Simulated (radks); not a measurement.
Results of a calculation; reference values are marked as such.
Effect of the nuclear size on the oxygen ion O+, [He] 2s2 2p3. Level of theory: Dirac Kohn-Sham, exchange-only LDA, spin-unpolarised, spherical densities, finite nucleus; open shells are shared between the two j in proportion to 2j + 1; Fermi nuclear charge, rms radius 2.6991 fm (a radial shooting solver on a logarithmic mesh with Libxc functionals). The rms radius is varied about that value; shifts are against it.

rms radius (fm)  total energy shift (eV)  density at nucleus (e/bohr^3)  1s1/2 shift (meV)
2.3887                        -0.0000820                          318.4             -0.032
2.4508                        -0.0000664                          318.4             -0.026
2.6991                                 0                          318.3              0.000
2.8934                         0.0000563                          318.1              0.022
3.355                           0.000205                          317.9              0.081

Slopes of the eigenvalues against <r^2> in GHz/fm^2, as finite differences over the two radii next to the reference (eigenvalue slopes, not the field-shift constants of lines): 1s1/2 4.92.
